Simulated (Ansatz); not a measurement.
System: C3H10Cl2Si2, net charge 0, singlet state. 
Coordinates optimised at B3LYP-D3(BJ)/def2-TZVP (Ansatz, an electronic-structure program):
```xyz
17

C     -1.2887    -1.2102    -2.1504
Si    -1.2752    -0.2846    -0.5162
C     -1.6452    -1.4377     0.9166
C     -2.4714     1.1632    -0.5456
Si     0.8850     0.5513    -0.1607
Cl     2.2224    -1.0372    -0.0907
Cl     0.9362     1.5393     1.6664
H     -0.5566    -2.0197    -2.1480
H     -1.0576    -0.5487    -2.9876
H     -2.2739    -1.6474    -2.3321
H     -0.9269    -2.2585     0.9547
H     -2.6452    -1.8666     0.8143
H     -1.6004    -0.9065     1.8689
H     -3.4969     0.8071    -0.6725
H     -2.2518     1.8478    -1.3672
H     -2.4247     1.7290     0.3866
H      1.4331     1.5016    -1.1528
```

Quantity: atomisation energy (electronic, to ground-state atoms), in eV. Correlated levels leave the core frozen unless marked. Open shells are spin-unrestricted. No spin-orbit coupling. No relativistic terms. The coupled-cluster limit lacks core correlation, which all-electron functionals hold. CBS marks a two-point X^-3 extrapolation of the correlation energy; Hartree-Fock from the larger set. The bracket is a focal-point correction in the basis named.

```json
[
 {"level": "HF/cc-pV(D+d)Z", "program": "Ansatz", "atomisation energy (eV)": "48.02"},
 {"level": "SVWN5/def2-TZVPD", "program": "Ansatz", "atomisation energy (eV)": "71.88"},
 {"level": "PBE-D4/def2-TZVPD", "program": "Ansatz + dftd4", "atomisation energy (eV)": "64.78"},
 {"level": "PBE0-D3(BJ)/def2-TZVP", "program": "Ansatz + dftd3", "atomisation energy (eV)": "64.38"},
 {"level": "PBE0/def2-TZVP", "program": "Ansatz", "atomisation energy (eV)": "63.88"},
 {"level": "HSE06/def2-TZVPD", "program": "Ansatz", "atomisation energy (eV)": "63.95"},
 {"level": "CAM-B3LYP-D4/def2-TZVPD", "program": "Ansatz + dftd4", "atomisation energy (eV)": "64.14"}
]
```

Question: Predict the RI-MP2/CBS(aug-cc-pV(T+d)Z,aug-cc-pV(Q+d)Z)+[CCSD(T)-MP2]/aug-cc-pV(T+d)Z result (Ansatz).

Answer: 64.31 eV, so CAM-B3LYP-D4/def2-TZVPD differs from it by -0.17 eV.
